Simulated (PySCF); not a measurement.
H2O, SMILES [OH2+], charge +1, multiplicity 2. The structure is a stationary point at PBE-D3(BJ)/def2-TZVPD.

Computed equilibrium geometry at PBE-D3(BJ)/def2-TZVPD (PySCF confirms it by a frequency run) as bond lengths and angles, and its point group:
point group C2v.
Atoms: O1 H2 H3. Bonded distances (Å): O1–H2 1.018, O1–H3 1.018. Angles (°): H2–O1–H3 108.5.
Charge +1, spin multiplicity 2.
